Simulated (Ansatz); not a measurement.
Reaction (formal loss of a carbene): `CCO[SiH2]C` → `CO[SiH2]C` + `[CH2]` (triplet)

Gas-phase electronic energies from Ansatz, PBE0-D4/def2-TZVP geometries. CCSD(T)/CBS is the MP2 limit (def2-TZVPP, def2-QZVPP) plus CCSD(T) − MP2 in def2-TZVPP, frozen cores. This one scheme is used for every species. Triplets are unrestricted, without spin–orbit coupling. One conformer a species, not always the lowest.

`CCO[SiH2]C`:

Cartesian coordinates in Å:
```
C -2.265 -1.087 -0.524
C -1.475 0.127 -0.104
O -0.102 -0.200 -0.056
Si 1.061 0.893 0.346
C 2.697 0.021 0.273
H -3.332 -0.853 -0.566
H -1.946 -1.427 -1.512
H -2.116 -1.904 0.184
H -1.811 0.475 0.883
H -1.640 0.951 -0.812
H 1.020 2.046 -0.601
H 0.797 1.434 1.713
H 2.884 -0.368 -0.730
H 2.721 -0.816 0.975
H 3.507 0.707 0.531
```

`CO[SiH2]C`:

```xyz
12

C     0.161    1.384   -1.291
O     0.755    0.130   -1.065
Si    0.780   -0.596    0.412
C    -0.921   -1.083    0.998
H     0.424    1.714   -2.297
H     0.519    2.137   -0.577
H    -0.932    1.332   -1.221
H     1.386    0.336    1.410
H     1.646   -1.789    0.249
H    -1.566   -0.211    1.127
H    -0.852   -1.590    1.964
H    -1.401   -1.764    0.291
```

`[CH2]` (triplet):

Z-matrix (Å, degrees):
```
C
H 1 1.079
H 1 1.079 2 134.9
```

```csv
level,ΔE (eV)
CCSD(T)/def2-TZVPP,4.56
MP2/CBS(def2),4.81
```

(1) What does CCSD(T)/CBS give? (Estimate.)

Largest T1 diagnostic among the species: 0.011.

Results:

(1) The calculation gave: +4.68 eV. The listed levels differ from it by -0.12, 0.13 eV.

The D4 term adds +0.08 eV with B3LYP and +0.05 eV with PBE0; it sums over pairs of atoms, weighted by their polarisabilities, and B3LYP, whose exchange is more repulsive, gets the larger term. At CCSD(T), def2-SVP lies −0.15 eV from the extrapolated value and def2-TZVPP −0.12 eV. From PBE to PBE0 (25 % exact exchange), in def2-TZVPP and without D4, ΔE moves by −0.07 eV.

CCSD(T)/CBS has its own doubt, a few kJ/mol and more with outer-core shells, so smaller differences from it don't rank the levels.

B3LYP here is the variant with VWN-RPA as its local correlation; programs differ in this.
